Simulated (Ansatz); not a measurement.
```xyz
5

C     0.0003   -0.4065   -0.0954
O     0.0002   -0.3622    1.1015
O     0.0004    0.6545   -0.8998
H    -0.0006   -1.3363   -0.6998
H    -0.0004    1.4427   -0.3341
```

Basis set: def2-TZVP (spherical functions). Correlated methods keep 3 orbitals frozen. Charge 0, multiplicity 1.

Computed with Ansatz (development build ahead of 0.2.0); each method stands on the lowest determinant of its kind that the runs found. Restricted open shells among the atoms or ions are ROHF, correlated in semicanonical orbitals with singles.

The atomization energy at this shape (free ground-state atoms in the same class of orbitals less the molecule, no zero-point energy) of singlet CH₂O₂:

```
method  atomization energy
   RHF            14.77 eV
```

Q: What does RHF-MP2 give?

A: 21.69 eV.
